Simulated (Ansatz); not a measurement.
H2Te (SMILES [TeH2]) at its CCSD(T)/def2-QZVPP minimum, average atomic masses, point group C2v.
(charge 0, multiplicity 1):
```json
[
 {"atom": "Te", "x (Å)": "-0.0001", "y (Å)": "0.0182", "z (Å)": "0.0000"},
 {"atom": "H", "x (Å)": "-1.1757", "y (Å)": "-1.1530", "z (Å)": "0.0000"},
 {"atom": "H", "x (Å)": "1.1823", "y (Å)": "-1.1462", "z (Å)": "0.0000"}
]
```

Cores are frozen in the correlated methods. Filled d and f shells under p-block atoms count as core.

Codes used: Ansatz (a program for electronic structure). Values without a source in brackets are computed. In def2 rows elements past Kr take small-core potentials, without spin–orbit coupling.

Harmonic frequencies (cm⁻¹): 883 2151 2157.

Problem. Work out the rotational constants, the zero-point energy, and the ideal-gas entropy and heat capacity at 298.15 K and 1 bar (rigid rotor, harmonic oscillator).

Solution. 
Principal moments 2.706, 2.802, 5.509 u Å² give 16.8576/I = 6.229, 6.016, 3.060 cm⁻¹. Zero point: Σω/2 = 2595 cm⁻¹ = 7.42 kcal/mol. Translation R(1.5 ln M + 2.5 ln T − 1.1517) with M = 129.616 u: 169.52 J/(mol K). Rotation with σ = 2: q = 246.9, S = R(ln q + 3/2) = 58.28. Vibration, summed over R(u/(eᵘ − 1) − ln(1 − e⁻ᵘ)) with u = 1.43878ω/T: 0.63, of which the lowest mode gives 0.62. S° = 228.4 J/(mol K); C_p = 4R + 2.25 = 35.50 J/(mol K).
